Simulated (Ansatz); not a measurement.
Isolated molecules relaxed with PBE0-D4/def2-TZVP in Ansatz; ΔE leaves out vibrations. CBS: MP2 limit from def2 TZ/QZ plus the TZ coupled-cluster correction, frozen cores. This one scheme is used for every species, atoms too. For atomizations the MP2-based limit and the directly extrapolated one differ by several kJ/mol either way, and by 10 to 25 for some Ge, Se and Sn compounds, so smaller differences from it don't rank the levels. DFT in def2-TZVPP. B3LYP here is the variant with VWN-RPA as its local correlation; programs differ in this. Open shells (•) are unrestricted, without spin–orbit coupling. Spin–orbit coupling would lower the free atoms: a little for C, Cl, O. For Zn outer-core shells are correlated without core-valence functions, so the limit isn't a true one: a few kJ/mol of doubt a bond, and 10 to 20 or more in all where bonds break to atoms. Scalar relativity is left out up to krypton.

`Cl[CH]1C[O][Zn]1` → 2 C• + Cl• + 3 H• + O• + Zn (atom)  (atomization)

```
             level  ΔE (kJ/mol)  difference from CCSD(T)/CBS
            PBE-D4       2724.8                        118.4
            B97M-V       2611.2                          4.8
           PBE0-D4       2634.7                         28.3
          BHLYP-D4       2451.5                       -154.9
          PBE-QIDH       2607.9                          1.5
             B3LYP       2545.4                        -61.0
           r2SCAN0       2561.3                        -45.1
     HF/def2-TZVPP       1696.8                       -909.6
SCS-MP2/def2-TZVPP       2566.5                        -39.9
     HF/def2-QZVPP       1706.4                       -900.0
       CCSD(T)/CBS       2606.4                            0
```

Largest T1 diagnostic among the species: 0.020, so the coupled-cluster value is less sure than usual.

The D4 term adds +31.1 kJ/mol with B3LYP and +16.0 kJ/mol with PBE0; it sums over pairs of atoms, weighted by their polarisabilities, and B3LYP, whose exchange is more repulsive, gets the larger term. In def2-TZVPP, CCSD(T) changes the Hartree–Fock value by +828.0 kJ/mol (the triples alone add +71.3 kJ/mol) and MP2 by +928.6 kJ/mol; breaking electron pairs costs correlation energy, which Hartree–Fock lacks.
